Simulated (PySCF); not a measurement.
HCu (SMILES [CuH]), singlet, at a GFN2-xTB geometry (such geometries of metal compounds can be far from the true shape); DF-CAMB3LYP/cc-pVDZ (PySCF).

Here is a job for PySCF.
```python
from pyscf import gto, scf, dft

mol = gto.M(
    atom='''
Cu   -0.00000000   -0.00000000   -0.04747396
H     0.00000000    0.00000000    1.37674489
''',
    basis='cc-pvdz',
    verbose=4,
)

mf = dft.RKS(mol)
mf.xc = 'camb3lyp'
mf = mf.density_fit(auxbasis='def2-universal-jkfit')
mf.kernel()
```

Task: Predict the main parts of the log of this PySCF run.

Result: 
```
PySCF version 2.14.0

[INPUT] verbose = 4
[INPUT] num. atoms = 2
[INPUT] num. electrons = 30
[INPUT] charge = 0
[INPUT] spin (= nelec alpha-beta = 2S) = 0
[INPUT] symmetry False subgroup None
[INPUT] Mole.unit = angstrom
[INPUT] Symbol           X                Y                Z      unit          X                Y                Z       unit  Magmom
[INPUT]  1 Cu     0.000000000000   0.000000000000  -0.047473960000 AA    0.000000000000   0.000000000000  -0.089712782449 Bohr   0.0
[INPUT]  2 H      0.000000000000   0.000000000000   1.376744890000 AA    0.000000000000   0.000000000000   2.601670785494 Bohr   0.0

nuclear repulsion = 10.7751270927779
number of shells = 10
number of NR pGTOs = 129
number of NR cGTOs = 48
basis = cc-pvdz
ecp = {}

******** <class 'pyscf.df.df_jk.DFRKS'> ********
method = DFRKS
initial guess = minao
damping factor = 0
level_shift factor = 0
DIIS = <class 'pyscf.scf.diis.CDIIS'>
diis_start_cycle = 1
diis_space = 8
diis_damp = 0
SCF conv_tol = 1e-09
SCF conv_tol_grad = None
SCF max_cycles = 50
direct_scf = False
XC library pyscf.dft.libxc version 7.1.2
    S. Lehtola, C. Steigemann, M. J. T. Oliveira, and M. A. L. Marques,  SoftwareX 7, 1–5 (2018)
XC functionals = camb3lyp
    T. Yanai, D. P. Tew, and N. C. Handy,  Chem. Phys. Lett. 393, 51 (2004)
radial grids:
    Treutler-Ahlrichs [JCP 102, 346 (1995); DOI:10.1063/1.469408] (M4) radial grids

becke partition: Becke, JCP 88, 2547 (1988); DOI:10.1063/1.454033
pruning grids: <function nwchem_prune>
grids dens level: 3
symmetrized grids: False
atomic radii adjust function: <function treutler_atomic_radii_adjust>
small_rho_cutoff = 0
Set gradient conv threshold to 3.16228e-05
Initial guess from minao.
tot grids = 30448
******** <class 'pyscf.df.df.DF'> ********
auxbasis = def2-universal-jkfit
Create RSH-DF object <pyscf.df.df.DF object> for omega=0.33
******** <class 'pyscf.df.df.DF'> ********
auxbasis = auxmol.basis = def2-universal-jkfit
init E= -1640.7776783594
  HOMO = -0.160390541436119  LUMO = -0.0397706284888564  gap/eV = 3.28224
cycle= 1 E= -1640.81639541964  delta_E= -0.0387  |g|= 2.21  |ddm|= 1.51
  HOMO = -0.396622698658279  LUMO = -0.135635949046433  gap/eV = 7.10181
cycle= 2 E= -1639.82801694942  delta_E= 0.988  |g|= 4.12  |ddm|= 2.59
  HOMO = -0.318547461647657  LUMO = -0.0619023016132871  gap/eV = 6.98367
cycle= 3 E= -1641.21880940877  delta_E= -1.39  |g|= 0.215  |ddm|= 1.76
  HOMO = -0.289250024834359  LUMO = -0.0396969843821768  gap/eV = 6.79068
cycle= 4 E= -1641.2247307877  delta_E= -0.00592  |g|= 0.0595  |ddm|= 0.141
  HOMO = -0.293806443911127  LUMO = -0.0417436856535378  gap/eV = 6.85898
cycle= 5 E= -1641.22513933888  delta_E= -0.000409  |g|= 0.00565  |ddm|= 0.0337
  HOMO = -0.294954906874416  LUMO = -0.0419096588309253  gap/eV = 6.88571
cycle= 6 E= -1641.22515716299  delta_E= -1.78e-05  |g|= 0.00432  |ddm|= 0.0119
  HOMO = -0.294641550081548  LUMO = -0.0417733180511659  gap/eV = 6.88090
cycle= 7 E= -1641.22516317706  delta_E= -6.01e-06  |g|= 0.0012  |ddm|= 0.00805
  HOMO = -0.294490285876097  LUMO = -0.0417154481928517  gap/eV = 6.87835
cycle= 8 E= -1641.22516365242  delta_E= -4.75e-07  |g|= 0.000216  |ddm|= 0.00194
  HOMO = -0.29447623174329  LUMO = -0.0417087958371472  gap/eV = 6.87815
cycle= 9 E= -1641.22516372858  delta_E= -7.62e-08  |g|= 8.59e-05  |ddm|= 0.000987
  HOMO = -0.294466569290093  LUMO = -0.0417116929926227  gap/eV = 6.87781
cycle= 10 E= -1641.22516373604  delta_E= -7.46e-09  |g|= 5.15e-05  |ddm|= 0.000327
  HOMO = -0.294461339861232  LUMO = -0.0417109433124203  gap/eV = 6.87769
cycle= 11 E= -1641.22516373642  delta_E= -3.86e-10  |g|= 1.11e-06  |ddm|= 6.25e-05
  HOMO = -0.294461459344793  LUMO = -0.0417109853602771  gap/eV = 6.87769
Extra cycle  E= -1641.22516373642  delta_E= -3.18e-12  |g|= 7.31e-07  |ddm|= 3.85e-06
converged SCF energy = -1641.22516373642
```
